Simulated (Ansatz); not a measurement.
Species: CH4BO2, net charge 0, doublet state. It need not be the lowest isomer of its formula. 
Coordinates optimised at B3LYP-D3(BJ)/def2-TZVP (Ansatz, an electronic-structure program):
```
O
B 1 1.3392
O 2 1.3546 1 121.01
H 3 0.9606 2 113.48 1 180.00
C 1 1.4242 2 123.67 3 -180.00
H 5 1.0900 1 108.60 2 -120.71
H 5 1.0900 6 109.15 1 118.24
H 5 1.0910 6 109.58 7 120.01
```
Charge 0, spin multiplicity 2.

Dipole moments at this geometry, in debye (magnitudes).

```json
[
 {"level": "SVWN5/def2-TZVPD", "program": "Ansatz", "dipole (D)": "1.23"},
 {"level": "PBE/def2-TZVPD", "program": "Ansatz", "dipole (D)": "1.21"},
 {"level": "BLYP/def2-TZVPD", "program": "Ansatz", "dipole (D)": "…"},
 {"level": "revPBE/def2-TZVPD", "program": "Ansatz", "dipole (D)": "1.20"},
 {"level": "B97M-V/def2-TZVPD", "program": "Ansatz", "dipole (D)": "1.25"},
 {"level": "B3LYP/def2-TZVPD", "program": "Ansatz", "dipole (D)": "1.43"},
 {"level": "PBE0/def2-TZVPD", "program": "Ansatz", "dipole (D)": "1.40"},
 {"level": "BHLYP/def2-TZVPD", "program": "Ansatz", "dipole (D)": "1.63"},
 {"level": "LC-wPBE/def2-TZVPD", "program": "Ansatz", "dipole (D)": "1.52"},
 {"level": "CCSD(T)/aug-cc-pVDZ", "program": "Ansatz", "dipole (D)": "…"}
]
```

### Question
Fill in the missing entries.

### Answer

- BLYP/def2-TZVPD, dipole (D): 1.28
- CCSD(T)/aug-cc-pVDZ, dipole (D): 1.44
